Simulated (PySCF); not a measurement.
Spectrum to structure. The calculation used PySCF 2.14.0, density-fitted response routines, TDDFT PBE0/def2-SVPD, vertical, gas phase, core orbitals frozen in the response. Geometries: GFN2-xTB, one conformer each.

| state | E (eV) | f | main configurations (H = HOMO, L = LUMO) |
| --- | --- | --- | --- |
| S1 | 4.83 | 0.0034 | H→L (98%) |
| S2 | 6.19 | 0.132 | H-1→L (68%), H→L+1 (24%) |
| S3 | 6.28 | 0.034 | H→L+1 (69%), H-1→L (22%), H→L+3 (8%) |
| S4 | 6.37 | 0.022 | H-1→L+1 (98%) |
| S5 | 6.75 | 0.048 | H→L+3 (52%), H→L+2 (40%) |
| S6 | 6.86 | 0.091 | H→L+2 (52%), H→L+3 (31%), H→L+4 (9%) |
| S7 | 6.96 | 0.0019 | H-1→L+2 (81%), H-1→L+3 (17%) |
| S8 | 7.01 | 0.0001 | H-1→L+3 (78%), H-1→L+2 (14%) |

Orbital energies (eV): HOMO-3 -9.93, HOMO-2 -9.86, HOMO-1 -7.16, HOMO -6.96, LUMO -0.16, LUMO+1 0.35, LUMO+2 0.78.

Question: Which candidate is it? All have the formula C3H9NOSi.
A. `N[Si@H]1CCCO1`
B. `CN(C)C(=O)[SiH3]`
C. `C=CCO[SiH2]N`

Answer: B. Its S1, at 4.83 eV, is the lowest among the candidates; the nearest of the others has S1 at 6.55 eV. S1 is HOMO→LUMO (98%). Löwdin shares by element: HOMO oxygen 60%, carbon 13% or more, silicon 11%, nitrogen 6%; LUMO carbon 31% or more, oxygen 23%, silicon 17%, nitrogen 12% (atoms not listed hold the other 16%). At the same level the other candidates give, for their lowest levels:
- `N[Si@H]1CCCO1`: 6.55 eV (f 0.033); 6.92 eV (f 0.001); 7.38 eV (f 0.019); 7.43 eV (f 0.025); 7.51 eV (f 0.022); T1 6.18 eV; HOMO -7.35, LUMO 0.57 eV
- `C=CCO[SiH2]N`: 6.61 eV (f 0.022); 6.91 eV (f 0.007); 7.01 eV (f 0.010); 7.12 eV (f 0.041); 7.34 eV (f 0.000); T1 4.49 eV; HOMO -7.37, LUMO 0.42 eV

The values belong to the conformer `[CH3:1][N:2]([CH3:3])[C:4](=[O:5])[SiH3:6]`: C1–N2–C4–O5 180°.
Triplets come from the Tamm–Dancoff approximation.
